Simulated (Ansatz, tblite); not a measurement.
Forces on Cu(AsH3)(NH2) (CuAsNH₅) at its PBE0-D4/def2-SVP geometry. Charge 0, multiplicity 1.

The xTB rows come from tblite.

GFN1-xTB (tblite), largest force 1.02 eV/Å:

```xyz
8
positions Å, forces eV/Å
Cu   -0.414    0.441    0.189    0.441   -0.465   -0.055
As    1.109   -1.180   -0.283    0.580   -0.590   -0.043
H     2.575   -0.950    0.010   -0.723   -0.284   -0.228
H     1.290   -1.674   -1.701    0.016    0.155    0.771
H     1.008   -2.544    0.364    0.205    0.642   -0.437
N    -1.604    1.725    0.696   -0.413    0.359   -0.866
H    -2.565    1.531    0.410    0.148    0.284    0.412
H    -1.399    2.650    0.315   -0.254   -0.101    0.446
```

GFN2-xTB (tblite), largest force 0.55 eV/Å:

```
Cu -0.023 0.032 0.142
As 0.092 -0.079 0.031
H -0.410 -0.284 -0.186
H 0.126 -0.021 0.464
H 0.218 0.358 -0.329
N -0.089 0.049 -0.541
H 0.148 0.073 0.201
H -0.061 -0.128 0.218
```

r2SCAN-D4/def2-TZVP (Ansatz), largest force 0.20 eV/Å:

```
Cu 0.060 -0.064 -0.032
As -0.120 0.136 0.062
H -0.054 -0.011 -0.017
H -0.006 0.015 0.051
H 0.007 0.044 -0.030
N -0.070 0.058 -0.180
H 0.163 -0.019 0.066
H 0.019 -0.158 0.079
```
